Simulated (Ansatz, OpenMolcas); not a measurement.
## C5H12Si (vinyltrimethylsilane): methods side by side

C5H12Si has 18 atoms, charge 0, and is taken as a singlet. As SMILES, `C=C[Si](C)(C)C`. The shape is that of a PBE0-D4/def2-TZVP optimisation. This is one conformer, not always the lowest.

```xyz
18

C    -2.4635   -0.5608    0.4411
C    -1.6000    0.0415   -0.3722
Si    0.2500    0.0980   -0.1112
C     0.6938   -0.8173    1.4613
C     0.7913    1.8894    0.0123
C     1.0951   -0.7025   -1.5817
H    -3.5338   -0.5703    0.2520
H    -2.1382   -1.0766    1.3408
H    -2.0090    0.5366   -1.2545
H     0.2185   -0.3653    2.3356
H     1.7751   -0.7929    1.6220
H     0.3894   -1.8660    1.4138
H     0.3219    2.3833    0.8667
H     1.8758    1.9638    0.1322
H     0.5170    2.4463   -0.8876
H     0.8076   -1.7526   -1.6761
H     0.8258   -0.1974   -2.5133
H     2.1832   -0.6573   -1.4811
```

Quantity: the energy change with the C4–H12 bond stretched from 1.093 to 2.405 Å, in eV. The values are calculated.

| level | kind | program | value (eV) | less CCSD(T)/6-31G* | CPU time (all runs) |
| --- | --- | --- | --- | --- | --- |
| SVWN5/6-31G* (spherical functions) (restricted) | LDA | OpenMolcas | 4.58 | +0.55 | 2.4 min |
| BLYP/6-31G* (spherical functions) (restricted) | GGA | Ansatz | 4.34 | +0.31 | 18 s |
| revPBE/6-31G* (spherical functions) (restricted) | GGA | OpenMolcas | 4.44 | +0.41 | 3.2 min |
| M06-L/6-31G* (spherical functions) (restricted) | meta-GGA | OpenMolcas | 4.75 | +0.72 | 4 min |
| B3LYP/6-31G* (Cartesian functions) (restricted) | global hybrid | OpenMolcas | 4.74 | +0.71 | 3.2 min |
| CAM-B3LYP/6-31G* (spherical functions) (restricted) | range-separated hybrid | Ansatz | 5.05 | +1.02 | 23 s |
| B2PLYP/6-31G* (spherical functions) (restricted) | double hybrid | OpenMolcas | 4.78 | +0.75 | 1.8 min |
| RPA@PBE/6-31G* (spherical functions) (restricted) | RPA | Ansatz | 4.30 | +0.27 | 53 s |
| CCSD(T)/6-31G* (Cholesky decomposition, spherical functions) (restricted) | coupled cluster or CI | OpenMolcas | 4.03 | 0.00 | 26 min |

CCSD(T)/6-31G* (Cholesky decomposition, spherical functions) (restricted) is the highest level here, not the true value. At this stretch a single reference begins to fail. The first shape isn't each level's own minimum. The values span 4.03 to 5.05 eV. Times are those of the runs behind each value, whatever else they computed, on shared processors of several kinds: orders of magnitude only.
